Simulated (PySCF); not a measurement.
C₆H₈N₂.
Structure used (GFN2-xTB), in Å, numbered top down from 1:
```
atom  x, y, z in Å
C1    -2.7259    0.0486   -0.1207
C2    -1.4777    0.4928   -0.0394
C3    -0.2973   -0.3404   -0.0364
C4    -0.1922   -1.7478   -0.1181
N5     1.0625   -2.1375   -0.0839
N6     1.7841   -1.0194    0.0190
C7     1.0213    0.0937    0.0521
C8     1.5952    1.4586    0.1621
H9    -3.5657    0.7219   -0.1186
H10   -2.9531   -1.0011   -0.1926
H11   -1.2876    1.5568    0.0316
H12   -0.9767   -2.4726   -0.1991
H13    2.7895   -1.0761    0.0618
H14    1.2286    1.9549    1.0600
H15    2.6809    1.4126    0.2073
H16    1.3064    2.0638   -0.6965
```

The calculation used PySCF, TDDFT CAM-B3LYP/def2-SVPD, vertical, gas phase, core orbitals frozen in the response.

Each state is given a Gaussian of 0.4 eV full width at half maximum, with ε(max) = 2.175×10⁸ f / Δν̃ (Δν̃ the width in cm⁻¹). The cross-section is σ = 3.8235×10⁻²¹ ε cm², given in Mb (10⁻¹⁸ cm²). The width is an assumption, not a result. The curve ends short of the highest state used, and states not computed would add to its high-energy end.

```tsv
E (eV)	σ (Mb)
4.84	0.17
4.90	0.57
4.96	1.66
5.01	3.69
5.07	8.57
5.13	17.55
5.18	29.00
5.24	47.25
5.30	67.96
5.35	83.64
5.41	95.70
5.46	97.35
5.52	88.66
5.58	71.35
5.63	54.31
5.69	35.42
5.75	21.58
5.80	14.82
5.86	11.91
5.91	12.78
5.97	16.06
6.03	19.89
6.08	22.18
6.14	22.85
6.20	21.14
6.25	18.56
6.31	15.52
6.36	14.28
6.42	15.43
6.48	19.72
```

Task: Locate the maxima and give the states behind the curve.

Result: 228 nm (5.44 eV), ε about 26000, made up of S1 (100%); 202 nm (6.13 eV), ε about 6000, made up of S3 (95%) (ε in L mol⁻¹ cm⁻¹; maxima over ε = 5, shares over 10%). At its high-energy end, 6.48 eV, the curve is still rising (ε about 5200, from S3 and S5). The states used: S1 5.44 eV (f 0.379); S2 6.03 eV (f 0.0045); S3 6.13 eV (f 0.084); S4 6.66 eV (f 0.0077); S5 6.69 eV (f 0.135); S6 6.88 eV (f 0.0001); S7 6.96 eV (f 0.0064); S8 7.08 eV (f 0.0000).

Task: Coming from long wavelengths, where does ε first pass 100 L mol⁻¹ cm⁻¹?

Result: At about 254 nm (4.88 eV), 0.57 eV below S1.

Task: On this curve, what absorbance would a 10⁻³ mol/L sample give at 222 nm over a 1 cm path?

Result: 222 nm is 5.585 eV, where ε is about 18000 L mol⁻¹ cm⁻¹, so A = ε c l ≈ 18 (Beer–Lambert, with the gas-phase spectrum and the assumed width).

Task: What would ε be at 5.44 eV, the highest of these maxima, with half the width (0.2 eV)?

Result: About 51000 L mol⁻¹ cm⁻¹ against 25600, a factor of about 2.00; a lone state at its own centre would give exactly 2.

One conformer stands for the species.
